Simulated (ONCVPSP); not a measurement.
## Before and after: ONCV potential for phosphorus

* Element: P (Z = 15)
* Generator: ONCVPSP 4.0.1
* Type: optimised norm-conserving Vanderbilt (ONCV)
* Functional: PBE
* Relativity: scalar-relativistic
* Frozen core: [Ne]
* Valence charge: 5
* Reference configuration: 3s2 3p1 (charge +2)
* Partial waves: 3s: rc 1.65 bohr, ncon 5, nbas 10, qcut 3.3 1/bohr, 2 projectors, debl 2.7 Ha; 3p: rc 1.45 bohr, ncon 3, nbas 7, qcut 5.4 1/bohr, 3 projectors, debl 1.7 Ha
* Local potential: polynomial inside 1.40 bohr (lpopt 5, dvloc0 0 Ha)
* Core correction: polynomial model core, fcfact 0.45

Change: s: nbas 9.

Cutoffs: the cutoffs (Ha) at which the residual kinetic energy of the hardest occupied pseudo-wave falls to 1 and 0.1 mHa per electron; they do not see the model core or the augmentation charge, which bear on the density cutoff. Errors are all-electron minus pseudo energies relative to the spin-unpolarised reference configuration.

Problem. How do hardness, ghosts and transferability respond?

Solution. The potential gets softer (62 Ha and 104 Ha → 59 Ha and 78 Ha); both files keep a bound ghost (p); of the 4 tests that both files solve, the error grows in 1 and shrinks in 0 by more than 15 % and 0.3 meV (median size 14.6 → 14.4 meV).

| quantity | base | changed |
| --- | --- | --- |
| cutoff, loose | 62 Ha | 59 Ha |
| cutoff, tight | 104 Ha | 78 Ha |
| loose cutoff by channel | s 62 Ha, p 7.2 Ha | s 59 Ha, p 7.2 Ha |
| bound ghosts | p | p |
| GHOST(+) flags under 300 eV | s at 167.8 eV | s at 169.4 eV |
| error for 3s2 3p3, meV [ΔE -28.88 eV] | +16 | +16 |
| error for 3s2 3p2, meV [ΔE -19.15 eV] | +7.6 | +7.5 |
| error for 3s2 3p0, meV [ΔE 29.74 eV] | +13 | +13 |
| error for 3s1 3p0, meV [ΔE 81.74 eV] | +48 | +58 |
| s: phases at 1.68 bohr within 0.05 rad from the reference energy up to (Ha; the scan ends near 5) | 3.6 | 3.6 |
| p: phases at 1.47 bohr within 0.05 rad from the reference energy up to (Ha; the scan ends near 5) | to the end of the scan | to the end of the scan |
| rms error of d²Exc/dni dnj with the model core, mHa | 0.42 | 0.57 |

 A true bound ghost makes a file unfit for plane-wave use even where its test errors are small: the radial tests pick states by their node count and pass the ghost by.
